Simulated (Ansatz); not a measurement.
This geometry of C2H10FNSi2 (16 atoms, charge 0, multiplicity 1) is a first-order saddle point.

All numbers below come from RKS PBE0-D4/6-31G* (Ansatz).

```xyz
16
Properties=species:S:1:pos:R:3
C 0.684 -2.072 -0.359
C 1.056 -0.621 -0.571
F 1.550 -0.473 -1.883
Si -0.403 0.600 -0.446
N 0.083 2.195 -0.875
Si -1.281 0.641 1.724
H -0.145 -2.367 -1.010
H 1.538 -2.724 -0.576
H 0.380 -2.243 0.681
H 1.872 -0.332 0.106
H -1.432 0.040 -1.380
H 0.523 2.404 -1.758
H -0.011 2.997 -0.274
H -0.256 1.088 2.715
H -2.446 1.567 1.829
H -1.734 -0.723 2.122
```

Task: Which two structures does it join? (They come from a converged band through this point; their orientation in space is the band's.)

Result: No bond is made or broken. The height of N5 over the plane of its neighbours goes from 0.26 to -0.25 Å.

Image 0:

```xyz
16
Properties=species:S:1:pos:R:3
C 0.771 -2.037 -0.423
C 1.052 -0.559 -0.576
F 1.523 -0.322 -1.883
Si -0.464 0.577 -0.381
N 0.104 2.161 -0.802
Si -1.257 0.616 1.819
H -0.038 -2.358 -1.087
H 1.665 -2.625 -0.662
H 0.479 -2.267 0.608
H 1.854 -0.249 0.106
H -1.523 -0.009 -1.270
H 0.644 2.224 -1.657
H -0.513 2.957 -0.713
H -0.148 0.872 2.785
H -2.283 1.686 2.004
H -1.888 -0.689 2.177
```

Image 8:

```xyz
16
Properties=species:S:1:pos:R:3
C 0.575 -2.078 -0.377
C 1.032 -0.649 -0.572
F 1.552 -0.518 -1.872
Si -0.369 0.646 -0.439
N 0.081 2.279 -0.813
Si -1.292 0.638 1.715
H -0.258 -2.322 -1.045
H 1.394 -2.776 -0.588
H 0.246 -2.242 0.655
H 1.855 -0.420 0.122
H -1.378 0.227 -1.454
H 0.371 2.480 -1.762
H 0.647 2.798 -0.156
H -0.337 1.242 2.693
H -2.558 1.423 1.766
H -1.583 -0.752 2.172
```

Task: How far does it lie above each of them?

Result: 0.8 kcal/mol above the first and 0.7 kcal/mol above the second. This is the barrier of this one path; another mechanism may lie lower.

Time of the run: 5.6 min on 2 threads of Intel(R) Xeon(R) Platinum 8259CL CPU @ 2.50GHz (Skylake/Cascade Lake) (shared host), peak memory 0.35 GiB.
